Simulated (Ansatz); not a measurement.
Input file for Ansatz (a first-principles code): R-MP2/aug-cc-pVTZ on CH2N (SMILES C#[NH+]), atoms moved off the minimum. Charge +1.

Ansatz 0.2 input:
```yaml
crystal:
  periodic: [false, false, false]
  atoms:
    - {symbol: C, position_ang: [-0.04764713, 0.04284976, -0.56201606]}
    - {symbol: N, position_ang: [-0.00487468, 0.10261353, 0.62072828]}
    - {symbol: H, position_ang: [-0.06550180, 0.04953053, -1.64567415]}
    - {symbol: H, position_ang: [-0.02150869, 0.00077342, 1.51014812]}
basis:
  gaussian:
    orbitals: aug-cc-pVTZ
total_charge: 1
magnetization: {spin_polarized: false}
correlation: {method: mp2, electrons: outside_noble_gas}
scf: {lower_state_search: off}
output: {forces: true}
```

The head of its log:

```
Functional definition: HF
[...]
these checks for a lower state are left out or cut short: starts, cluster_reference, orbital_swaps, neighbouring_geometries, increment
integrals: 0.11 GiB planned
799 factors; integrals over basis functions are off by at most 9.5e-4 eV
mean field: 0.22 GiB planned
mean field evaluation 1: about -2530.5300 eV, gradient 5.0e1 eV
mean field evaluation 2: about -2530.5319 eV, gradient 5.0e1 eV
mean field evaluation 4: about -2535.2168 eV, gradient 4.9e0 eV
mean field evaluation 8: about -2535.2792 eV, gradient 5.8e-5 eV
mean field -2535.27916203 eV, -93.1697907306 hartree, gradient 1.2e-6 eV, S^2 0.000000; 0 other end points of the search recorded, 0 dependent functions left out
2 core orbitals not correlated
reference -2535.27916203 eV, -93.1697907306 hartree; 5, 5 occupied and 131, 131 virtual orbitals, 799 factors
densities: 0.27 GiB planned
```

Problem. Predict the final total energy.

Solution. -93.5173 hartree.
